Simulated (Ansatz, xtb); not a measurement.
# Relative energy of two isomers of CH4AlClSi

We compare I, `[SiH2]=[CH][AlH][Cl]`, a singlet, with II, `C=[SiH][AlH][Cl]`, a singlet. Both are isolated molecules in the gas phase, relaxed with PBE0-D3(BJ)/def2-SVP; each stands in its lowest conformer found.

Quicker runs give these differences E(II) − E(I): GFN2-xTB +7.0 kcal/mol; HF/STO-3G +4.1 kcal/mol (at GFN2-xTB geometries); r2SCAN-D4/def2-SVP +5.7 kcal/mol (at GFN2-xTB geometries).

Problem. Estimate E(II) − E(I) at the level CCSD(T)/def2-SVP + ΔMP2/def2-TZVPP.

Solution. Calculated at CCSD(T)/def2-SVP + ΔMP2/def2-TZVPP: E(II) − E(I) = +5.3 kcal/mol, so structure I lies lower.

The same difference at several levels:

| level | geometry | E(II) − E(I) (kcal/mol) | departure from the last row (kcal/mol) | job, with rough time for the two |
| --- | --- | --- | --- | --- |
| GFN2-xTB | GFN2-xTB | +7.0 | +1.7 | optimisation, 1.2 s |
| HF/STO-3G | GFN2-xTB | +4.1 | −1.2 | single point, 1.9 s |
| r2SCAN-D4/def2-SVP | GFN2-xTB | +5.7 | +0.4 | single point, 11 s |
| PBE0-D3(BJ)/def2-SVP | PBE0-D3(BJ)/def2-SVP | +4.6 | −0.7 | optimisation, 2.2 min |
| HF/def2-SVP | PBE0-D3(BJ)/def2-SVP | +8.8 | +3.5 | part of the CCSD(T) run |
| MP2/def2-SVP | PBE0-D3(BJ)/def2-SVP | +7.8 | +2.5 | part of the CCSD(T) run |
| CCSD(T)/def2-SVP | PBE0-D3(BJ)/def2-SVP | +5.0 | −0.3 | single point |
| CCSD(T)/def2-SVP + ΔMP2/def2-TZVPP | PBE0-D3(BJ)/def2-SVP | +5.3 |  | single point, 30 s |

As drawn, II has 1 Al–Si, 1 C–H in place of 1 C–Al, 1 Si–H.

The levels shown agree on the order. The largest departure from CCSD(T)/def2-SVP + ΔMP2/def2-TZVPP is that of HF/def2-SVP, 3.5 kcal/mol. The last row adds to CCSD(T) the change of the MP2 difference between the two basis sets, here +0.3 kcal/mol.

With harmonic frequencies from PBE0-D3(BJ)/def2-SVP (ideal gas, rigid rotor, one conformer each, 298.15 K, 1 atm): on the last row, ΔE + ΔZPE = +6.5, ΔH = +6.7, ΔG = +6.0 kcal/mol.

The correlated steps freeze 16 core orbitals. Codes used: Ansatz 0.2.0, xtb 6.7.1; the last row on 1 thread of AMD EPYC (Zen 3) on a shared host.
